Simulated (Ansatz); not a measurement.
This geometry of ClF₃H₂HfS (8 atoms, charge 0, multiplicity 1) is a first-order saddle point.

Theory: RKS PBE-D4/def2-SVP (Ansatz).

```xyz
8
Properties=species:S:1:pos:R:3
Hf -0.151 0.312 -0.015
Cl 0.047 1.028 2.289
F 1.457 -0.705 -0.167
F 0.053 1.966 -0.946
F -1.241 -0.680 -1.281
S -2.664 -0.349 1.230
H -2.988 -1.538 0.643
H -2.274 -0.906 2.408
```

Q: Which two structures does it join? (They come from a converged band through this point; their orientation in space is the band's.)

A: No bond is made or broken.

Initial state:

```xyz
8
Properties=species:S:1:pos:R:3
Hf 0.008 0.047 0.051
Cl 0.363 -0.054 2.407
F 1.798 -0.074 -0.606
F -0.515 1.747 -0.668
F -0.764 -1.506 -0.788
S -2.869 0.169 0.892
H -3.132 -1.147 0.653
H -2.649 -0.055 2.218
```

Final state:

```xyz
8
Properties=species:S:1:pos:R:3
Hf -0.198 0.436 -0.015
Cl -0.269 1.835 1.911
F 0.345 -1.386 0.282
F 1.333 1.121 -0.935
F -1.548 0.668 -1.366
S -2.626 -0.587 1.296
H -2.755 -1.765 0.621
H -2.041 -1.196 2.366
```

Q: How far does it lie above each of them?

A: 0.244 eV above the first and 0.269 eV above the second. This is the barrier of this one path; another mechanism may lie lower.

Run time: 2.6 min on 4 threads of Arm Neoverse V1 (shared host), peak memory 0.2 GiB.
